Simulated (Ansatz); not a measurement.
Program: Ansatz. Geometries: PBE0-D4/def2-TZVP. ΔE: electronic, gas phase. CBS: MP2 limit from def2 TZ/QZ plus the TZ coupled-cluster correction, frozen cores. This one scheme is used for every species. DFT in def2-TZVPP. B3LYP here is the variant with VWN-RPA as its local correlation; programs differ in this. Each species was taken in one conformer, which may not be the lowest.

Reaction (ligand exchange at the Si–C bond): `O[SiH2]C[SiH](O)Cl` + `O[Si](O)(F)F` → `O[SiH](Cl)O[Si](O)(F)F` + `C[SiH2]O`

`O[SiH2]C[SiH](O)Cl`:

Cartesian coordinates in Å:
```
O 0.619 0.219 1.746
Si -0.400 1.168 0.831
C -0.114 0.637 -0.927
Si 0.079 -1.203 -1.131
O 1.299 -1.763 -0.209
Cl -1.726 -2.055 -0.593
H 0.584 0.311 2.699
H -0.065 2.604 1.037
H -1.811 0.954 1.246
H 0.799 1.113 -1.303
H -0.949 0.989 -1.542
H 0.350 -1.624 -2.520
H 1.336 -1.350 0.665
```

`O[Si](O)(F)F`:

Z-matrix (Å, degrees):
```
Si
O 1 1.609
F 1 1.583 2 110.1
O 1 1.609 2 107.3 3 122.5
F 1 1.583 2 112.2 3 -116.4
H 2 0.957 1 118.9 3 32.8
H 4 0.957 1 118.9 2 155.3
```

`O[SiH](Cl)O[Si](O)(F)F`:

```xyz
11

O     1.848   -1.067    0.200
Si    0.957   -0.803   -1.128
Cl   -0.215   -2.419   -1.570
O    -0.048    0.472   -0.914
Si   -0.953    1.085    0.256
O    -0.579    0.300    1.625
F    -0.685    2.631    0.390
F    -2.487    0.941   -0.072
H     1.391   -1.064    1.046
H     1.860   -0.535   -2.251
H    -1.090    0.459    2.419
```

`C[SiH2]O`:

```xyz
9

C    -1.020   -0.449   -0.367
Si    0.759    0.012   -0.059
O     0.915    1.463    0.713
H    -1.076   -1.392   -0.919
H    -1.526    0.320   -0.955
H    -1.567   -0.580    0.570
H     1.484    0.181   -1.342
H     1.408   -1.072    0.735
H     0.623    1.517    1.624
```

```tsv
level	ΔE (kJ/mol)
r2SCAN-D4	-104.0
B3LYP-D4	-108.2
B2PLYP	-109.8
MP2/def2-TZVPP	-102.6
HF/def2-QZVPP	-133.3
SCS-MP2/def2-QZVPP	-109.2
HF/CBS(def2)	-133.7
CCSD/CBS(def2)	-107.9
```

Q: What does CCSD(T)/CBS give? (An estimate is asked.)

A: Ansatz gave: -104.0 kJ/mol. The listed levels differ from it by 0.0, -4.2, -5.8, 1.4, -29.3, -5.2, -29.7, -3.9 kJ/mol.

Largest T1 diagnostic among the species: 0.011.

The D4 term adds +3.4 kJ/mol with B3LYP and +1.7 kJ/mol with PBE0; it sums over pairs of atoms, weighted by their polarisabilities, and B3LYP, whose exchange is more repulsive, gets the larger term. From PBE to PBE0 (25 % exact exchange), in def2-TZVPP and without D4, ΔE moves by −4.2 kJ/mol. In def2-TZVPP, CCSD(T) changes the Hartree–Fock value by +26.1 kJ/mol (the triples alone add +3.8 kJ/mol) and MP2 by +28.0 kJ/mol.
